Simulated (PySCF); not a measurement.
F3Sc, charge -1, doublet, geometry from GFN2-xTB (such geometries of metal compounds can be far from the true shape) (the multiplicity is a formal guess) (in this run its highest filled SCF level lies above zero, so its values depend strongly on the basis, on diffuse functions most of all). Base run: B3LYP/def2-SV(P) (PySCF).

Geometry (Å):
```xyz
4

Sc     0.0000     0.0000     0.0000
F     -1.5579    -0.9655     0.0659
F     -0.0010     1.6958    -0.6984
F      1.5589    -0.7303     0.6325
```
Charge -1, spin multiplicity 2.
Orbitals are unrestricted.
All else is at PySCF's defaults.

Variants of this job, named by their change:

```csv
change,basis functions,E (Eh),HOMO (eV)
base,66,-1060.18311,1.52
basis = jorge-DZP-DKH; relativity = spin-free X2C,88,-1064.44925,1.54
basis = ANO-RCC-VDZP; relativity = none,76,-1059.36155,1.31
basis = ANO-RCC-VDZP; relativity = spin-free X2C; nucleus = Gaussian (with mol.nucmod = 'G'),76,-1064.52226,1.31
basis = jorge-DZP-DKH; relativity = none,88,-1059.89370,1.55
basis = x2c-SVPall; relativity = none,78,-1059.46545,1.20
basis = x2c-SVPall; relativity = spin-free X2C; nucleus = Gaussian (with mol.nucmod = 'G'),78,-1064.02843,1.18
basis = ANO-RCC-VDZP; relativity = spin-free X2C,76,-1064.52380,1.31
basis = jorge-DZP-DKH; relativity = spin-free X2C; nucleus = Gaussian (with mol.nucmod = 'G'),88,-1064.44781,1.54
basis = x2c-SVPall; relativity = spin-free X2C,78,-1064.02974,1.18
```

Total energies compare only within one method and basis.

Open shells are given as the SCF converged; they aren't shown to be the lowest states, and a large step between rows can be another state.

Basis sets contracted for a relativistic Hamiltonian are a mismatch without it, so the rows without relativity aren't non-relativistic limits. No row has spin-orbit coupling; sets with core potentials leave out the core electrons.
